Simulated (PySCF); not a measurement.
Species: C4H7ClSi.
SMILES with atom numbers: `[CH:1]#[C:2][C@@H:3]([SiH3:4])[CH2:5][Cl:6]` (hydrogens: H7 on C1; H8 on C3; H9, H10, H11 on Si4; H12, H13 on C5)

Theory: PBE0-D3(BJ)/def2-SVP geometry optimisation, gas phase (PySCF 2.14.0).

Problem. What internal coordinates does the optimisation give?

Solution. 
```json
{"bond": "C1≡C2", "length (pm)": "121.2"}
{"bond": "C2–C3", "length (pm)": "145.3"}
{"bond": "C3–Si4", "length (pm)": "192.2"}
{"bond": "C3–C5", "length (pm)": "152.9"}
{"bond": "C5–Cl6", "length (pm)": "178.7"}
{"bond": "C1–H7", "length (pm)": "107.4"}
{"bond": "C3–H8", "length (pm)": "110.5"}
{"bond": "Si4–H9, Si4–H10, Si4–H11", "length (pm)": "149.1"}
{"bond": "C5–H12", "length (pm)": "109.9"}
{"bond": "C5–H13", "length (pm)": "109.9"}
```

Bonds in one row agree within 1 pm and their mean is given. A selection of angles:
```json
{"angle": "C2–C1–H7", "degrees": "179.5"}
{"angle": "C1–C2–C3", "degrees": "178.0"}
{"angle": "C2–C3–Si4", "degrees": "109.3"}
{"angle": "C2–C3–C5", "degrees": "110.0"}
{"angle": "C2–C3–H8", "degrees": "109.4"}
{"angle": "Si4–C3–C5", "degrees": "113.0"}
{"angle": "Si4–C3–H8", "degrees": "106.5"}
{"angle": "C5–C3–H8", "degrees": "108.6"}
{"angle": "C3–Si4–H9", "degrees": "107.8"}
{"angle": "C3–Si4–H10", "degrees": "111.2"}
{"angle": "H9–Si4–H10", "degrees": "109.3"}
{"angle": "C3–C5–Cl6", "degrees": "111.5"}
{"angle": "C3–C5–H12", "degrees": "111.2"}
{"angle": "C3–C5–H13", "degrees": "110.8"}
{"angle": "Cl6–C5–H12", "degrees": "107.3"}
{"angle": "Cl6–C5–H13", "degrees": "107.3"}
{"angle": "H12–C5–H13", "degrees": "108.6"}
```

Dihedral angles: C2–C3–C5–Cl6 -179° (antiperiplanar).

Si4 (SiH3 silicon) is tetrahedral (angles from 107.8° to 111.2°). The C–C distances run from 1.212 Å (C1≡C2, drawn triple) to 1.529 Å (C3–C5, drawn single), a spread of 0.317 Å.

Point group: C1 (no symmetry element, even within 0.4 Å). Not checked by PBE0-D3(BJ)/def2-SVP frequencies. One conformer, not necessarily the lowest.
